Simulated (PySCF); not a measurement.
CHO, SMILES C#[O+], charge +1.

Geometry optimised at PBE-D3(BJ)/def2-TZVPD.

All values below come from PBE-D3(BJ)/def2-TZVPD (PySCF).

Frequencies are harmonic and unscaled.

Modes within 1.5 cm⁻¹ of each other (mostly degenerate sets) share a row, with their intensities summed.

```csv
mode,ν (cm⁻¹),IR (km/mol),moving atoms (share of kinetic energy)
1–2,830,36.4,"H 72 %, C 24 %"
3,2184,96.5,"O 42 %, C 38 %, H 20 %"
4,3140,212.7,"H 77 %, C 20 %"
```
